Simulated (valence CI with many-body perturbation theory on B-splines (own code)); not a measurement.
# E1 transitions of Pm⁴⁷⁺

Level of theory: relativistic CI+MBPT: four valence electrons over a frozen Dirac-Fock core [Ne], radial functions for each j: 11 s, 11 p, 10 d, 8 f, 5 g, 2 h, with the one-electron correlation potential Σ1 (screened to all orders), the two-electron term Σ2, the three-electron term Σ3, Breit, model QED; selected single and double excitations, second order for the rest, scaled by the run's own slope (own B-spline code, finite nucleus).

No measured spectrum was set against this ion. As an estimate, large intervals hold to a few tenths of a per cent, small ones and those within an open d or f shell to about a per cent. Among the levels kept, up to 550 cm⁻¹ of a level comes from second order outside the variational space, and about a tenth of that is noise between levels of different J, which matters for small intervals.

Lines 51 to 100 of 556 in falling wavelength, among levels below 931.58 eV, chosen from the strongest by gf and those to the six lowest levels. Wavelengths and rates use the calculated energies. Electric multipoles are in the length gauge, E1 and E2 with the static RPA response of the core. Weak lines are less certain than strong ones. Lines between different terms over intervals too small for the method are left out, as are lines whose strength nearly cancels. The highest levels of a list are the least certain.

Levels are named by their leading jj configuration (3d3/2^4 stands for four electrons in 3d with j = 3/2), which in mixed levels can hold well under half, so a name can repeat and another be missing. Letters in brackets count levels of one name in rising energy.

```tsv
λ vac (nm)	Upper	Lower	A (s⁻¹)	log gf	Branch %
8.729	(3p1/2 3p3/2^2 3d5/2) J=3 [a]	(3s 3p3/2^2 3d5/2) J=4 [a]	2.33e+10	-0.73	3.0
8.725	(3s 3p1/2 3p3/2 3d3/2) J=2 [a]	(3s 3p1/2 3p3/2^2) J=3	1.66e+10	-1.02	9.0
8.688	(3s 3p1/2 3p3/2^2) J=2 [b]	(3s^2 3p3/2^2) J=2	1.39e+10	-1.11	3.4
8.678	(3p1/2 3p3/2^3) J=1	(3s 3p3/2^3) J=2	2.41e+10	-1.09	2.0
8.664	(3p1/2^2 3d3/2^2) J=2	(3s 3p1/2 3d3/2^2) J=3	3.93e+10	-0.65	31.0
8.554	(3p1/2 3p3/2^2 3d5/2) J=4 [b]	(3s 3p3/2^2 3d5/2) J=4 [a]	1.87e+10	-0.73	2.8
8.509	(3p1/2^2 3p3/2 3d5/2) J=3	(3s 3p1/2 3p3/2 3d5/2) J=4 [b]	2.09e+10	-0.80	7.6
8.483	(3s 3p1/2 3p3/2 3d5/2) J=3 [c]	(3s^2 3p3/2 3d5/2) J=4	1.67e+10	-0.90	3.6
8.461	(3s 3p1/2^2 3p3/2) J=1	(3s^2 3p1/2 3p3/2) J=1	6.96e+09	-1.65	3.3
8.421	(3p1/2^2 3p3/2 3d5/2) J=2	(3s 3p1/2 3p3/2 3d5/2) J=3 [a]	2.70e+10	-0.84	8.5
8.404	(3s 3p1/2 3p3/2 3d5/2) J=4 [c]	(3s^2 3p3/2 3d5/2) J=4	1.07e+10	-0.99	3.1
8.344	(3p1/2 3p3/2^2 3d5/2) J=4 [a]	(3s 3p3/2^2 3d5/2) J=5	2.83e+10	-0.58	4.7
8.325	(3p1/2 3p3/2^2 3d3/2) J=2 [b]	(3s 3p3/2^2 3d3/2) J=3 [a]	1.59e+10	-1.08	1.6
8.302	(3p1/2 3p3/2^2 3d3/2) J=3 [b]	(3s 3p3/2^2 3d3/2) J=4	3.25e+10	-0.63	2.8
8.232	(3p1/2^2 3d3/2 3d5/2) J=3	(3s 3p1/2 3d3/2 3d5/2) J=4 [a]	4.44e+10	-0.50	23.8
8.218	(3s 3p1/2 3p3/2^2) J=1 [b]	(3s^2 3p3/2^2) J=2	1.10e+10	-1.48	1.3
8.182	(3p1/2^2 3p3/2 3d5/2) J=4	(3s 3p1/2 3p3/2 3d5/2) J=5	4.81e+10	-0.36	17.2
8.145	(3s 3p1/2^2 3d3/2) J=1	(3s 3p1/2^2 3p3/2) J=1	8.90e+09	-1.58	30.1
8.130	(3p1/2^2 3p3/2 3d3/2) J=3	(3s 3p1/2 3p3/2 3d3/2) J=4	5.41e+10	-0.43	16.4
8.105	(3p1/2 3p3/2^2 3d5/2) J=5	(3s 3p3/2^2 3d5/2) J=5	2.47e+10	-0.57	6.5
8.093	(3p1/2^2 3p3/2 3d3/2) J=2	(3s 3p1/2 3p3/2 3d3/2) J=3 [a]	3.42e+10	-0.78	20.8
8.022	(3p1/2^2 3d3/2^2) J=2	(3s 3p1/2 3d3/2^2) J=2 [a]	2.63e+10	-0.90	20.7
7.985	(3p1/2^2 3d3/2 3d5/2) J=3	(3s 3p1/2 3d3/2^2) J=2 [b]	1.11e+10	-1.13	5.9
7.944	(3s 3p1/2 3p3/2 3d3/2) J=2 [b]	(3s 3p1/2 3p3/2^2) J=3	2.97e+10	-0.85	10.9
7.926	(3p1/2 3p3/2^2 3d3/2) J=2 [c]	(3s 3p3/2^2 3d3/2) J=3 [a]	1.94e+10	-1.04	2.0
7.877	(3s 3p1/2^2 3d3/2) J=2	(3s 3p1/2^2 3p3/2) J=1	2.07e+09	-2.02	7.2
7.524	(3s^2 3p1/2 3d3/2) J=2	(3s^2 3p1/2 3p3/2) J=2	4.11e+09	-1.76	95.4
7.512	(3p1/2^2 3p3/2 3d3/2) J=1	(3s 3p1/2 3p3/2 3d3/2) J=2 [b]	4.95e+10	-0.90	14.2
7.436	(3p1/2^2 3d3/2^2) J=2	(3p1/2^2 3p3/2 3d3/2) J=3	1.75e+10	-1.14	13.8
7.356	(3p1/2^2 3p3/2 3d5/2) J=4	(3s 3p1/2 3p3/2 3d5/2) J=4 [a]	2.57e+10	-0.73	9.2
7.197	(3s^2 3p1/2 3d3/2) J=2	(3s^2 3p1/2 3p3/2) J=1	2.00e+08	-3.11	4.6
7.082	(3s 3p1/2^2 3d3/2) J=1	(3s 3p1/2^2 3p3/2) J=2	3.20e+09	-2.14	10.8
7.076	(3s 3p1/2 3d3/2 3d5/2) J=4 [b]	(3s 3p1/2 3p3/2 3d5/2) J=4 [b]	1.64e+10	-0.96	8.2
6.879	(3s 3p1/2^2 3d3/2) J=2	(3s 3p1/2^2 3p3/2) J=2	9.57e+09	-1.47	33.2
6.554	(3s^2 3p3/2 3d3/2) J=3	(3s^2 3p3/2^2) J=2	1.55e+09	-2.15	0.2
6.529	(3s^2 3p3/2 3d3/2) J=2	(3s^2 3p3/2^2) J=2	1.81e+08	-3.24	0.0
6.504	(3s 3p1/2 3d5/2^2) J=3 [b]	(3s 3p1/2 3p3/2 3d5/2) J=2 [d]	6.99e+10	-0.51	17.8
6.500	(3s^2 3p3/2 3d3/2) J=1	(3s^2 3p3/2^2) J=2	2.77e+08	-3.28	0.0
6.482	(3s 3p1/2 3d3/2 3d5/2) J=5	(3s 3p1/2 3p3/2 3d5/2) J=5	1.71e+10	-0.93	11.3
6.422	(3s 3p1/2 3d5/2^2) J=4 [a]	(3s 3p1/2 3p3/2 3d5/2) J=3 [c]	1.63e+10	-1.04	4.3
6.395	(3s 3p1/2 3d5/2^2) J=3 [a]	(3s 3p1/2 3p3/2 3d5/2) J=2 [c]	1.94e+10	-1.08	6.9
6.336	(3s 3p1/2 3d5/2^2) J=4 [b]	(3s 3p1/2 3p3/2 3d5/2) J=3 [d]	8.06e+10	-0.36	29.3
6.304	(3s^2 3d5/2^2) J=4	(3s^2 3p3/2 3d5/2) J=3	8.55e+10	-0.34	45.7
6.298	(3s 3p1/2 3d5/2^2) J=3 [b]	(3s 3p1/2 3p3/2 3d5/2) J=2 [c]	3.37e+10	-0.85	8.6
6.294	(3s^2 3p1/2 3d3/2) J=1	(3s^2 3p1/2 3p3/2) J=2	2.94e+09	-2.28	0.2
6.269	(3s 3p1/2 3d5/2^2) J=3 [b]	(3s 3p1/2 3p3/2 3d5/2) J=3 [d]	2.94e+10	-0.92	7.5
6.253	(3s 3p1/2 3d5/2^2) J=5	(3s 3p1/2 3p3/2 3d5/2) J=4 [c]	3.38e+10	-0.66	18.9
6.231	(3s 3p1/2 3d3/2 3d5/2) J=3 [b]	(3s 3p1/2 3p3/2 3d3/2) J=3 [c]	1.86e+10	-1.12	7.3
6.182	(3s^2 3d5/2^2) J=2	(3s^2 3p3/2 3d5/2) J=1	5.09e+10	-0.84	14.3
6.182	(3s 3p1/2 3d3/2 3d5/2) J=4 [b]	(3s 3p1/2 3p3/2 3d3/2) J=3 [c]	4.38e+10	-0.65	21.9
```

Task: How does gf follow from A for the line at 6.231 nm?

Result: gf = 1.4992 × (2J+1)_upper × A / σ², with σ = 1604891 cm⁻¹ and 2J+1 = 7: gf = 0.0759.
